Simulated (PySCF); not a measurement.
**Relaxation of singlet ZrOCl₂**

Computed with PBE0/[Zr def2-TZVP with ECP28, O def2-TZVP, Cl def2-TZVP], scalar-relativistic core potentials, density fitting, no spin–orbit coupling, PySCF. A (50,194) grid was used.

A hand-made trigonal pyramidal start, of Cs symmetry, held to at least that symmetry:

```xyz
4
charge 0 multiplicity 1, angstrom
Zr    0.0000   -0.6257    0.0000
O     1.8400   -0.6348    0.0000
Cl   -0.4208    0.9495   -1.9346
Cl   -0.4208    0.9495    1.9346
```

Optimiser trace:
```json
{"step": "0", "E − E(last) (kJ/mol)": "101.61", "largest gradient (Eh/bohr)": "0.09767"}
{"step": "1", "E − E(last) (kJ/mol)": "18.95", "largest gradient (Eh/bohr)": "0.03408"}
{"step": "2", "E − E(last) (kJ/mol)": "5.07", "largest gradient (Eh/bohr)": "0.00645"}
{"step": "3", "E − E(last) (kJ/mol)": "2.80", "largest gradient (Eh/bohr)": "0.00958"}
{"step": "4", "E − E(last) (kJ/mol)": "0.99", "largest gradient (Eh/bohr)": "0.00426"}
{"step": "5", "E − E(last) (kJ/mol)": "0.50", "largest gradient (Eh/bohr)": "0.00283"}
{"step": "6", "E − E(last) (kJ/mol)": "0.27", "largest gradient (Eh/bohr)": "0.00127"}
{"step": "7", "E − E(last) (kJ/mol)": "0.13", "largest gradient (Eh/bohr)": "0.00292"}
{"step": "8", "E − E(last) (kJ/mol)": "0.03", "largest gradient (Eh/bohr)": "0.00086"}
{"step": "9", "E − E(last) (kJ/mol)": "0.00", "largest gradient (Eh/bohr)": "0.00081"}
{"step": "10", "E − E(last) (kJ/mol)": "0.00", "largest gradient (Eh/bohr)": "0.00019"}
```

It ends at Cs with Zr–Cl 2.373 Å (×2), Zr–O 1.723 Å; Cl–Zr–Cl 122.6°, Cl–Zr–O 112.6° (×2) (after a last refinement on a finer grid). A frequency run shows a minimum. Other isomers or separated fragments may lie lower.
